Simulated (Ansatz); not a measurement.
Cost and result for the atomization energy of H$_{7}$NOSiSn (`[OH][SnH2][NH][SiH3]`) (11 atoms, 10 bonds).

Z-matrix (Å, degrees):
```
Sn
N 1 2.016
O 1 1.967 2 108.6
H 1 1.702 2 106.5 3 118.9
H 1 1.698 2 110.5 3 -111.7
Si 2 1.717 1 128.0 3 -102.1
H 2 1.010 1 114.4 3 71.5
H 3 0.960 1 113.2 2 55.3
H 6 1.491 2 113.1 1 114.1
H 6 1.490 2 112.7 1 -124.7
H 6 1.488 2 106.7 1 -5.2
```

Charge 0, multiplicity 1. Correlated methods include outer-core shells of Sn, which these sets cover unevenly. Sn takes the def2 core potential. All single points use the PBE0-D4/def2-TZVP geometry. It is one conformer, not always the lowest. Program: Ansatz. All runs use 4 threads of an Arm Neoverse V1 on a shared host. Times are those of one run each, without the atoms' runs, and a repeat can differ threefold. Electronic energies, without spin–orbit coupling; frozen cores. CCSD(T)/CBS adds CCSD(T) − MP2 in def2-TZVPP to the MP2 limit, and its time is that of the two runs behind it. T1 = 0.013. With those shells the extrapolation isn't a true limit. B3LYP takes the VWN-RPA correlation (the form of Gaussian; ORCA's B3LYP/G).

CCSD(T)/CBS is a level of theory with its own doubt, some kJ/mol a heavy atom from the limit and from the frozen cores, so smaller differences don't rank the functionals.

```
                             level  functions  wall time  atomization (kJ/mol)  difference from CCSD(T)/CBS  per bond
   PBE-D4/def2-TZVPP (with forces)        252      2.7 s                3302.9                        -37.2      -3.7
                PBE0-D4/def2-TZVPP        252      3.1 s                3247.4                        -92.7      -9.3
r2SCAN-D4/def2-TZVPP (with forces)        252      4.8 s                3284.7                        -55.4      -5.5
 B3LYP-D4/def2-TZVPP (with forces)        252      4.8 s                3299.1                        -41.0      -4.1
                 B2PLYP/def2-TZVPP        252        6 s                3258.1                        -82.0      -8.2
                ωB97X-V/def2-TZVPP        252      8.5 s                3338.5                         -1.6      -0.2
  ωB97M-V/def2-TZVPP (with forces)        252       12 s                3312.3                        -27.8      -2.8
                    MP2/def2-QZVPP        476       21 s                3296.4                        -43.7      -4.4
                CCSD(T)/def2-TZVPP        252    3.7 min                3228.2                       -111.9     -11.2
                 CCSD(T)/CBS(def2)          –      4 min                3340.1                          0.0       0.0
```

In def2-TZVPP, CCSD(T) changes the Hartree–Fock value by +949.3 kJ/mol (the triples alone add +48.5 kJ/mol) and MP2 by +949.5 kJ/mol; breaking electron pairs costs correlation energy, which Hartree–Fock lacks. The D4 term adds +37.4 kJ/mol with B3LYP and +19.7 kJ/mol with PBE0; it sums over pairs of atoms, weighted by their polarisabilities, and B3LYP, whose exchange is more repulsive, gets the larger term. From PBE to PBE0 (25 % exact exchange), in def2-TZVPP and without D4, the atomization energy moves by −52.0 kJ/mol: exact exchange takes away binding that semilocal exchange gives to molecules.

Spin–orbit coupling would lower the free Sn atoms strongly, and the atomization energy with them, by more than many differences here. For some Ge, Se and Sn compounds the MP2-based and the directly extrapolated limit differ by 10 to 25 kJ/mol.
